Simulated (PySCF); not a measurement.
# Bond lengths and vibrations by method: Al2ClH2 cation

Calculated results; nothing here was measured. The program is PySCF 2.14.0, an open-source quantum chemistry code, run on an isolated molecule that a program drew, which may never have been made. The molecule is Al2ClH2 cation (charge +1, singlet), drawn as the SMILES string `[AlH2][Al+][Cl]`.

The geometry was optimised and harmonic frequencies were computed with HF and MP2, all in the cc-pV(D+d)Z basis, for the commonest isotopes, with a restricted reference for singlets and an unrestricted one otherwise, and a frozen core in MP2. Each result is a local minimum of its method.

Geometry at the HF minimum:
```xyz
5
Al2ClH2 cation, angstrom
Al   -1.4843   -2.8095   -1.0737
Al   -0.6270   -2.0142    1.3927
Cl    0.0136   -1.4141    3.2354
H    -2.8138   -2.0938   -1.4380
H    -0.4933   -3.8385   -1.6831
```

Lengths of the bonds as drawn, in Å (atoms numbered as above):
| bond | HF | MP2 |
|---|---|---|
| Al1-Al2 | 2.730 | 2.717 |
| Al2-Cl3 | 2.041 | 2.046 |
| Al1-H4 | 1.553 | 1.556 |
| Al1-H5 | 1.553 | 1.556 |

Rotational constants, in GHz:
| constant | HF | MP2 |
|---|---|---|
| A | 118.1 | 117.1 |
| B | 1.376 | 1.381 |
| C | 1.36 | 1.365 |

Harmonic frequencies in cm^-1, each column in rising order, so a row needn't be the same motion in every method:
| rank | HF | MP2 |
|---|---|---|
| 1 | 97 | 89 |
| 2 | 102 | 94 |
| 3 | 230 | 232 |
| 4 | 410 | 393 |
| 5 | 567 | ? |
| 6 | 642 | 638 |
| 7 | 727 | 702 |
| 8 | 2087 | 2047 |
| 9 | 2132 | 2098 |

**Estimate the missing MP2 frequency from the HF column.**

A single factor s that minimises the squared misfit of MP2 against s times HF over the other rows is sum(HF x MP2) / sum(HF^2) = 0.9817, with an rms misfit of 7 cm^-1. For rank 5 it gives 0.9817 x 567 = 557 cm^-1. The calculation gives 551 cm^-1, 6 cm^-1 below the estimate. The drawn bonds are on average as long in MP2 as in HF.
